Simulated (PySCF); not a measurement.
How methods differ on the ionisation energy of Ta²⁺

Ta²⁺ [Xe] 4f14 5d3 [5d3/2^3, M_J = 3/2] → Ta³⁺ [Xe] 4f14 5d2 [5d3/2^2, M_J = 2], as a difference of total energies. Computed with PySCF 2.14 in x2c-TZVPPall-2c (11s11p10d3f1g, 124 functions), with the two-component X2C-1e Hamiltonian. "Screened" scales the spin-orbit matrix elements by Boettger's factors to mimic the two-electron term; Breit and QED terms are absent.

```csv
method,ionisation energy (eV)
GHF (spin-free),23.149
GHF (screened spin-orbit),22.983
```

The spin-free rows relax to the high-spin LS determinant and lack the spin-orbit shift.

Errors of the correlated levels include the incompleteness of this basis and the frozen core.

The labels give the starting determinants; with spin-orbit coupling the two ends relaxed to ⟨J²⟩ = 5.89, ⟨L²⟩ = 11.89, ⟨S²⟩ = 3.74 and ⟨J²⟩ = 6.45, ⟨L²⟩ = 11.45, ⟨S²⟩ = 1.90.

The determinant of Ta²⁺ and of Ta³⁺ mixes levels of different J (the jj label is only the starting occupation), so the difference between spin-free and spin-orbit rows is not the physical spin-orbit shift.

For comparison: 23.1 ± 1.6 eV (theoretical estimate listed by NIST; NIST Atomic Spectra Database, ionization energies).
